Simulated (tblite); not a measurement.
Compound: BGeH₆OP.
Bonds: P1–B2, B2–O3, O3–Ge4. Hydrogens: H5, H6 on P1; H7 on B2; H8, H9, H10 on Ge4.

Computed with GFN2-xTB (tblite), gas phase: L-BFGS steps from a force-field or distance-geometry start until the largest atomic force falls under 0.01 eV/Å.

Step 0: E = -348.2347 eV
```
atom  x, y, z in Å  |  force x, y, z in eV/Å
P1      1.7865   -0.3313    0.3059   -0.511   1.316  -0.107
B2      0.6991    0.9224   -0.7024   -0.128   0.790   2.666
O3     -0.5262    1.3348   -0.0218    1.491  -1.921  -1.856
Ge4    -1.5623   -0.0971    0.2138   -0.940  -0.197   0.677
H5      3.0210   -0.6387   -0.3249   -1.067  -0.549   0.084
H6      1.0446   -1.4484    0.8200    0.826   0.339  -0.948
H7      1.2823    1.7961   -1.2627   -0.348  -0.523  -0.130
H8     -1.3836   -1.1518   -0.9136    0.027   0.414   0.372
H9     -1.3110   -0.7560    1.6219    0.046   0.282  -0.646
H10    -3.0415    0.3746    0.2413    0.604   0.049  -0.112
```

Question: Estimate the geometry and energy of step 1. (The exact step hangs on the optimiser's Hessian estimate; all steps are aligned on step 0, rigid shifts and turns removed.)

Answer: E = -348.5470 eV, largest force 2.099 eV/Å
```
atom  x, y, z in Å  |  force x, y, z in eV/Å
P1      1.7792   -0.3125    0.3043   -0.173   0.915   0.126
B2      0.6972    0.9337   -0.6643    0.388   0.668   1.802
O3     -0.5049    1.3074   -0.0483    0.601  -1.530  -1.306
Ge4    -1.5757   -0.0999    0.2235   -0.649  -0.294   0.464
H5      3.0057   -0.6466   -0.3237   -1.066  -0.449   0.078
H6      1.0564   -1.4435    0.8064    0.752   0.380  -0.912
H7      1.2773    1.7886   -1.2646   -0.325  -0.489  -0.036
H8     -1.3832   -1.1459   -0.9083   -0.006   0.403   0.397
H9     -1.3103   -0.7520    1.6127    0.042   0.250  -0.514
H10    -3.0329    0.3753    0.2397    0.436   0.146  -0.098
```

The energy changes by -0.3123 eV. The first-order estimate −F·Δx gives -0.3606 eV and the mean of the old and new forces, exact on a quadratic surface, -0.3102 eV. The step makes an angle of 0° with the force vector and moves no atom by more than 0.044 Å.

What follows is the cost of the whole relaxation. The run took 0.6 s wall on an Arm Neoverse N1 with one thread, on a shared host.
